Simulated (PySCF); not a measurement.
A structure optimised at B3LYP-D3(BJ)/def2-SVP, used in a PySCF frequency run:

```
C
C 1 1.3449
H 2 1.0965 1 122.05
H 2 1.0975 3 115.54 1 180.00
H 1 1.0979 2 117.64 3 180.00
Al 1 1.9200 5 121.92 2 180.00
F 6 1.6583 1 123.47 5 0.00
F 6 1.6600 7 117.10 1 180.00
```
Charge 0, spin multiplicity 1.

Write its SMILES, formula and point group.

C=[CH][Al]([F])[F], C₂H₃AlF₂, Cs

What are its rotational constants (standard atomic weights)?

6.3944, 2.7216, 1.9090 GHz
